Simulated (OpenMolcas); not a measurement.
**Pb2+: effect of the active space**

```yaml
Program: OpenMolcas
Method: XMS-CASPT2 or its RAS form, IPEA 0.25 Eh, imaginary shift 0.1 Eh
Basis: ANO-R2
Scalar_Hamiltonian: X2C, finite nucleus
Spin-orbit_coupling: RASSI with atomic mean-field integrals over the reference wave functions, term energies averaged over their components
```

A. 2 electrons in 4 orbitals (6s 6p); 2S+1 = 3 even, 3 roots; 2S+1 = 1 even, 7 roots; 2S+1 = 3 odd, 3 roots; 2S+1 = 1 odd, 3 roots; closed shells correlated: 5d; CASPT2 step roughly 1.6 core-seconds
B. 2 electrons in 9 orbitals (RAS2 6s 6p; RAS3 6d, at most 2 electrons); 2S+1 = 3 even, 3 roots; 2S+1 = 1 even, 7 roots; 2S+1 = 3 odd, 3 roots; 2S+1 = 1 odd, 3 roots; closed shells correlated: 5d; CASPT2 step of the order of 4 core-seconds

Energies in cm-1 above 6s2 1S0, the measured ground level; measured values from Moore, Atomic Energy Levels, vol. III, NSRDS-NBS 35 (1971 reprint of NBS Circular 467, 1958).

```json
{"Level": "6s2 1S0", "A": "0.0", "B": "0.0", "Measured": "0.0"}
{"Level": "6s 6p 3P* 0", "A": "64470", "B": "63860", "Measured": "60397"}
{"Level": "6s 6p 3P* 1", "A": "68130", "B": "67440", "Measured": "64391"}
{"Level": "6s 6p 3P* 2", "A": "79670", "B": "79030", "Measured": ""}
{"Level": "6s 6p 1P* 1", "A": "95750", "B": "95040", "Measured": "95340"}
```

Deviations, from unrounded energies. A percentage is the sum of absolute deviations over the sum of measured energies, with the sign that they share, or ± where signs differ.

```json
{"Against measurement": "mean absolute deviation (cm-1)", "Levels": "3", "A": "2700", "B": "2300"}
{"Against measurement": "other configurations (%)", "Levels": "3", "A": "+3.7", "B": "±3.1"}
```

B lies closest to measurement on these levels. The largest miss of B in the table is 6s 6p 3P* 0, by +3500 cm-1. The ranking rests on the paired levels alone, and a cruder setting can come out closer through cancelling errors.

Between A and B the level of the table that moves most is 6s 6p 1P* 1, by 700 cm-1 (lowest in B, highest in A). Moves below CASPT2's spread within the term are not significant.

CASPT2 does not keep the components of a term degenerate, so their means are used; among the terms shown or strongly mixed into the levels shown the widest spread is 99 cm-1 (6s 6p 1P*, B). Over all roots computed the reference weight is 0.79 to 0.93 in A; the roots of lowest weight are the least certain, and an intruder state may touch them. Spin-orbit splittings of 6p shells tend to come out small when the coupling is added on scalar orbitals. Active for correlation alone: 6d; no level in the range computed is led by a configuration that fills it, so any true level of that kind is missing (holds for B). Measured partners are found by configuration, term and J. A level has none where our copy of the source lacks it or the pairing is in doubt (some pairs that miss far off the trend of their configuration count as doubtful), and it then counts in no deviation. Levels of configurations outside the active space are missing. The table leaves out levels that lie high or whose names do not pair safely across all columns.

* marks odd parity.
